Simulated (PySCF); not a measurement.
Al(Br)(NH2)2, SMILES [NH2][Al]([Br])[NH2] (PBE0/def2-SVP optimised geometry):

```
8

Al    -0.183     0.209     0.000
Br    -1.247     2.208     0.000
N     -1.166    -1.256     0.000
H     -0.819    -2.208     0.002
H     -2.180    -1.254    -0.001
N      1.581     0.209     0.000
H      2.180    -0.608    -0.002
H      2.141     1.054     0.001
```

Level of theory: PBE0/def2-TZVP run with PySCF 2.14.0.

Q: What are the frontier orbital energies and the dipole moment?

A: HOMO-2 -8.30 eV, HOMO-1 -7.74 eV, HOMO -7.27 eV, LUMO -0.20 eV, LUMO+1 0.70 eV; dipole moment 2.58 D.

Meta-Löwdin charges at PBE0/def2-TZVP: Al1 0.91, Br2 -0.34, N3 -0.77, H4 0.24, H5 0.24, N6 -0.77, H7 0.24, H8 0.24.
